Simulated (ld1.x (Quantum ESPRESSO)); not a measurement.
Ranking PAW potentials for hydrogen

All share these settings but for the change named:

hydrogen (H), PAW, made with ld1.x (Quantum ESPRESSO) 7.5 (LDA (PZ), scalar-relativistic). Core none, reference 1s1. Waves: 1s (bound): rcut 0.90, rcutus 1.20 bohr; 1s channel at 0.7 Ry: rcut 0.90, rcutus 1.20 bohr. Local part: all-electron potential smoothed inside 1.20 bohr (lloc = -1). Core correction: none. Augmentation charge: BESSEL, radius 0.75 bohr.

Cutoff: the first of the cutoffs (Ry, on a coarse ladder) from which the occupation-weighted sum of valence levels, in a spherical-Bessel basis at the reference potential, stays within 10 and 1 mRy of its value at 400 Ry; the density cutoff is not measured.

The base gives 15 Ry.

Of 11 variants that were run, those that failed, showed a ghost or another fault, or gave nearly equal values are left out.

A variant can come out equal or close to the base.

**Question.** Rank these variants from softest to hardest (loose cutoff).
A. waves 1s (bound): rcut 0.90, rcutus 1.66 bohr; 1s channel at 0.7 Ry: rcut 0.90, rcutus 1.66 bohr
B. waves 1s (bound): rcut 0.90, rcutus 1.34 bohr; 1s channel at 0.7 Ry: rcut 0.90, rcutus 1.34 bohr
C. waves 1s (bound): rcut 0.66, rcutus 0.88 bohr; 1s channel at 0.7 Ry: rcut 0.66, rcutus 0.88 bohr; local potential all-electron potential smoothed inside 0.88 bohr (lloc = -1); augmentation BESSEL, radius 0.56 bohr
D. local potential all-electron potential smoothed inside 1.05 bohr (lloc = -1)
E. local potential all-electron potential smoothed inside 0.50 bohr (lloc = -1)

**Answer.** A (10 Ry), B (12 Ry), D (15 Ry), E (18 Ry), C (21 Ry).
